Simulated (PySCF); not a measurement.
H8N2Si3. Atoms are numbered in the order given.

```xyz
13

N      2.3435     0.0273     1.0419
Si     1.0728    -0.4269    -0.0538
Si    -1.0716    -0.8770     0.8396
N     -1.6927     0.2980    -0.3155
Si    -0.3754     1.0917    -1.1826
H      2.1558     0.7159     1.7648
H      3.2904     0.1308     0.6882
H      1.6309    -1.4795    -0.9529
H     -1.6665    -2.2411     0.6726
H     -1.2838    -0.4993     2.2752
H     -2.6794     0.5056    -0.4507
H     -0.2307     2.5490    -0.8563
H     -0.5344     1.0131    -2.6711
```

Geometry optimised at B3LYP-D3(BJ)/def2-SVP. The structure was generated by enumeration, and PubChem lists no compound with its InChIKey, so it may never have been made. Other conformers were not sampled.

Method: TDA-CAM-B3LYP/def2-SVPD (PySCF 2.14.0).

Vertical excitations. 

| state | energy (eV) | λ (nm) | f | main pairs |
|---|---|---|---|---|
| S1 | 4.89 | 253 | 0.008 | HOMO→LUMO 67 %, HOMO→LUMO+1 29 % |
| S2 | 5.33 | 233 | 0.117 | HOMO→LUMO+1 63 %, HOMO→LUMO 28 % |
| S3 | 5.68 | 218 | 0.002 | HOMO−1→LUMO 77 %, HOMO−1→LUMO+1 19 % |
| S4 | 6.24 | 199 | 0.002 | HOMO−1→LUMO+1 75 %, HOMO−1→LUMO 16 % |
| S5 | 6.37 | 195 | 0.002 | HOMO→LUMO+3 75 % |
| S6 | 6.49 | 191 | 0.176 | HOMO→LUMO+2 67 %, HOMO−2→LUMO 10 % |
| S7 | 6.68 | 186 | 0.078 | HOMO→LUMO+4 33 %, HOMO→LUMO+2 17 %, HOMO−2→LUMO 15 %, HOMO−2→LUMO+1 11 % |
| S8 | 6.96 | 178 | 0.035 | HOMO→LUMO+4 33 %, HOMO−2→LUMO 29 %, HOMO−2→LUMO+1 16 %, HOMO→LUMO+3 6 % |
| S9 | 7.05 | 176 | 0.015 | HOMO−1→LUMO+3 63 %, HOMO−1→LUMO+2 18 %, HOMO−1→LUMO+4 10 % |
| S10 | 7.12 | 174 | 0.053 | HOMO−2→LUMO+1 39 %, HOMO−2→LUMO 26 %, HOMO→LUMO+7 10 %, HOMO−3→LUMO 7 % |
| T1 | 4.38 | 283 | 0 | HOMO→LUMO 51 %, HOMO→LUMO+1 40 % |
| T2 | 4.65 | 266 | 0 | HOMO→LUMO+1 47 %, HOMO→LUMO 41 % |
| T3 | 5.37 | 231 | 0 | HOMO−1→LUMO 75 %, HOMO−1→LUMO+1 17 % |
| T4 | 5.66 | 219 | 0 | HOMO−1→LUMO+1 50 %, HOMO→LUMO+2 23 %, HOMO−1→LUMO 8 % |
Triplets are in the Tamm–Dancoff approximation.
